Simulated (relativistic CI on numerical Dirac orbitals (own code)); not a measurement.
## Spin-allowed bands of a d7 ion in a tetrahedral site, by hand

Problem. Take Δ = 3100 cm⁻¹ and B = 430 cm⁻¹ for a d7 ion in a tetrahedral site. Calculate the three spin-allowed bands.

Working.
1. The terms of highest spin are 4F (energy 0) and 4P (15B = 6450 cm⁻¹). Here the F term splits into A2 at −1.2Δ = -3720, T2 at −0.2Δ = -620 and T1 at +0.6Δ = 1860 cm⁻¹.
2. The two T1 states mix through the element 0.4Δ: H = [[1860, 1240], [1240, 6450]], with roots ½(H₁₁ + H₂₂) ∓ ½√[(H₂₂ − H₁₁)² + 4H₁₂²] = ½(8310) ∓ ½(5217) = 1546 and 6764 cm⁻¹.
3. The ground term is 4A2 at -3720 cm⁻¹.
4. Bands: 4T2 3100 cm⁻¹ (3226 nm), 4T1(F) 5266 cm⁻¹ (1899 nm), 4T1(P) 10484 cm⁻¹ (954 nm).

Check. Exact diagonalisation of the whole d7 shell with these parameters gives 4T2 3100, 4T1 5266, 4T1 10484 cm⁻¹. The match is exact, since without spin-orbit coupling no other term has this spin. The ratio of the second band to the first, 1.699, depends on Δ/B = 7.2 alone, which is how a Tanabe-Sugano diagram is read.
